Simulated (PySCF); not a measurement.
SMILES C(c1ccccc1C#C)(F)(F)F at its GFN2-xTB optimised geometry (Å):

```
17

C     -2.1370    -2.3436     0.0006
C     -1.5179    -1.3153    -0.0006
C     -0.7918    -0.1016     0.0000
C     -1.4658     1.1194     0.0002
C     -0.7589     2.3063     0.0003
C      0.6272     2.2962    -0.0001
C      1.3123     1.0931     0.0000
C      0.6094    -0.1016     0.0000
C      1.3374    -1.4159     0.0019
F      2.6721    -1.2721    -0.0058
F      1.0408    -2.1753    -1.0691
F      1.0519    -2.1646     1.0836
H     -2.6721    -3.2458    -0.0006
H     -2.5452     1.1192     0.0003
H     -1.2908     3.2458     0.0006
H      1.1774     3.2241    -0.0002
H      2.3913     1.0787    -0.0001
```

Method: CAM-B3LYP/def2-SVP in PySCF 2.14.0. Cells within 0.4 Å of a nucleus heavier than hydrogen are left out (blank, or x).

Map of the deformation density (molecule minus spherical neutral atoms) (e/bohr³) on the plane z = 0.0 Å:

```
|22222222222222222222222222222|
|22222222222222222222222222222|
|22222222222222222222222222222|
|22222222222222222222222222222|
|22222222221111111112222222222|
|22222222211221112211222222222|
|22222222213841125821222222222|
|22222222113763337621222222222|
|222222221114xx8xx311122222222|
|222222211127x444x511112222222|
|22222212334841016833211222222|
|2222221288xx10003xx8711222222|
|2222221254x730015x45411222222|
|22222211113852228621212222222|
|22222221111xx77xx311122222222|
|222222221125x55xx311122222222|
|22222222114841127721242222222|
|2222222223xx21113xx4xx0122222|
|2222222248x311100xx31x2222222|
|22222211598311110101122222222|
|22222212xx4222211111122222222|
|22222125831222221112222222222|
|22222116621222222222222222222|
|22222111221222222222222222222|
|22222211112222222222222222222|
|22222222222222222222222222222|
|22222222222222222222222222222|
|22222222222222222222222222222|
|22222222222222222222222222222|
```
Scale: ten equal steps from -0.036 (start of '0') to 0.122 (end of '9'), in the order '0123456789'; x runs from -5.50 to 5.50, y from -5.50 (bottom) to 5.50 (top).
